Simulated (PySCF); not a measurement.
C4H3F3O, SMILES FC1=CCC(F)(F)O1. Atoms are numbered in the order given.

```xyz
11

F      0.6799    -2.4358     0.0000
C      0.0517    -1.2981     0.0000
C     -1.2517    -1.0278     0.0000
C     -1.3745     0.4651     0.0000
C      0.0935     0.9109     0.0000
F      0.4150     1.6396     1.0743
F      0.4150     1.6396    -1.0743
O      0.8884    -0.2351     0.0000
H     -2.0574    -1.7561     0.0000
H     -1.8763     0.8728     0.8912
H     -1.8763     0.8728    -0.8912
```

Coordinates come from a PBE0-D3(BJ)/def2-SVP optimisation. This is a generated structure with no PubChem entry under its InChIKey; it may be hypothetical. One conformer was computed; it need not be the lowest.

Two levels are set side by side: PBE/pcSseg-1 (PySCF) and KT2/pcSseg-1 (PySCF). GIAO shifts against CFCl3 (¹⁹F), H2O (¹⁷O), TMS (¹H), TMS (¹³C) at the same level; non-relativistic, no solvent, atoms listed together averaged. Differences are taken from unrounded values.

```
quantity                    KT2
-----------------------  ------
δ(¹⁹F) of F1 (ppm)       -143.4
δ(¹³C) of C2 (ppm)        159.0
δ(¹³C) of C3 (ppm)         64.8
δ(¹³C) of C4 (ppm)         43.1
δ(¹³C) of C5 (ppm)        134.7
δ(¹⁹F) of F6, F7 (ppm)   -103.7
δ(¹⁷O) of O8 (ppm)        207.1
δ(¹H) of H9 (ppm)          4.25
δ(¹H) of H10, H11 (ppm)    3.39
```

Question: What does PBE give, and how far is it from KT2? (Estimate from the structure and the level; the computed values follow.)

Answer: 
```
quantity                    PBE  PBE minus KT2
-----------------------  ------  -------------
δ(¹⁹F) of F1 (ppm)       -133.6            9.8
δ(¹³C) of C2 (ppm)        165.5            6.4
δ(¹³C) of C3 (ppm)         69.6            4.8
δ(¹³C) of C4 (ppm)         44.8            1.7
δ(¹³C) of C5 (ppm)        140.0            5.4
δ(¹⁹F) of F6, F7 (ppm)    -96.1            7.6
δ(¹⁷O) of O8 (ppm)        218.9           11.8
δ(¹H) of H9 (ppm)          4.26           0.01
δ(¹H) of H10, H11 (ppm)    3.40           0.02
```

Rough cost on one machine, each run with all the roots and properties that it gave: KT2 against PBE within a factor of 2.
